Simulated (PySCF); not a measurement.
Geometry:
| atom | x (Å) | y (Å) | z (Å) |
| --- | --- | --- | --- |
| C1 | -2.626 | 2.152 | -0.262 |
| C2 | -2.005 | 1.072 | -0.739 |
| P3 | -0.953 | 0.122 | 0.387 |
| C4 | -1.556 | -1.588 | 0.256 |
| O5 | -0.952 | 0.665 | 1.785 |
| C6 | 0.699 | 0.133 | -0.392 |
| C7 | 1.758 | -0.518 | 0.491 |
| C8 | 3.168 | -0.350 | -0.053 |
| H9 | -2.491 | 2.430 | 0.790 |
| H10 | -3.273 | 2.776 | -0.887 |
| H11 | -2.115 | 0.757 | -1.784 |
| H12 | -1.578 | -1.937 | -0.787 |
| H13 | -2.569 | -1.624 | 0.680 |
| H14 | -0.906 | -2.247 | 0.851 |
| H15 | 0.937 | 1.199 | -0.550 |
| H16 | 0.645 | -0.337 | -1.391 |
| H17 | 1.533 | -1.592 | 0.612 |
| H18 | 1.679 | -0.077 | 1.498 |
| H19 | 3.272 | -0.803 | -1.052 |
| H20 | 3.433 | 0.715 | -0.144 |
| H21 | 3.910 | -0.823 | 0.607 |

Geometry: PBE0-D3(BJ)/def2-SVP; GIAO shifts from PySCF 2.14, gas phase, non-relativistic, averaged over equivalent atoms.

At PBE0/pcSseg-1 (208 basis functions, 31 s wall time on 1 thread of an AMD EPYC 9R45 96-Core, shared host):
```json
{"atoms": "C1", "δ (ppm)": "145.1"}
{"atoms": "C2", "δ (ppm)": "142.7"}
{"atoms": "C6", "δ (ppm)": "36.4"}
{"atoms": "C8", "δ (ppm)": "17.8"}
{"atoms": "C7", "δ (ppm)": "17.2"}
{"atoms": "C4", "δ (ppm)": "15.8"}
{"atoms": "P3", "δ (ppm)": "0.6"}
{"atoms": "O5", "δ (ppm)": "81.5"}
{"atoms": "H9", "δ (ppm)": "6.95"}
{"atoms": "H10", "δ (ppm)": "6.50"}
{"atoms": "H11", "δ (ppm)": "6.27"}
{"atoms": "H18", "δ (ppm)": "1.98"}
{"atoms": "H15", "δ (ppm)": "1.22"}
{"atoms": "H12/H13/H14", "δ (ppm)": "1.20"}
{"atoms": "H17", "δ (ppm)": "1.17"}
{"atoms": "H19/H20/H21", "δ (ppm)": "1.06"}
{"atoms": "H16", "δ (ppm)": "1.02"}
```

Chemical shifts δ = σref − σ; ¹³C (184.41 ppm) and ¹H (31.27 ppm) against TMS; ³¹P (310.13 ppm) against H3PO4; H2O for ¹⁷O (334.56 ppm), all at this level.

Estimate the result of repeating the calculation with B3LYP/pcSseg-1.

## Answers


| atoms | δ at B3LYP/pcSseg-1 | change |
| --- | --- | --- |
| C1 | 144.1 | -1.0 |
| C2 | 143.5 | +0.8 |
| C6 | 38.0 | +1.6 |
| C8 | 18.5 | +0.7 |
| C7 | 18.6 | +1.4 |
| C4 | 16.0 | +0.2 |
| P3 | 4.5 | +3.9 |
| O5 | 86.0 | +4.5 |
| H9 | 6.83 | -0.12 |
| H10 | 6.34 | -0.16 |
| H11 | 6.19 | -0.08 |
| H18 | 2.02 | +0.04 |
| H15 | 1.22 | +0.00 |
| H12/H13/H14 | 1.18 | -0.02 |
| H17 | 1.19 | +0.02 |
| H19/H20/H21 | 1.09 | +0.03 |
| H16 | 1.05 | +0.03 |

Referencing at the same level of theory: TMS for ¹³C (179.24 ppm) and ¹H (31.38 ppm); H3PO4 for ³¹P (297.42 ppm); H2O for ¹⁷O (334.04 ppm).

The largest change is at O5 (P=O oxygen). Cost: 208 basis functions, 27 s wall time on 1 thread of an AMD EPYC 9R45 96-Core, shared host. The order of the carbon signals changes between the two levels.

Experimental scales use liquid or dissolved standards, which lie at an offset from isolated H2O (liquid H2O: subtract about 36 ppm) and H3PO4.
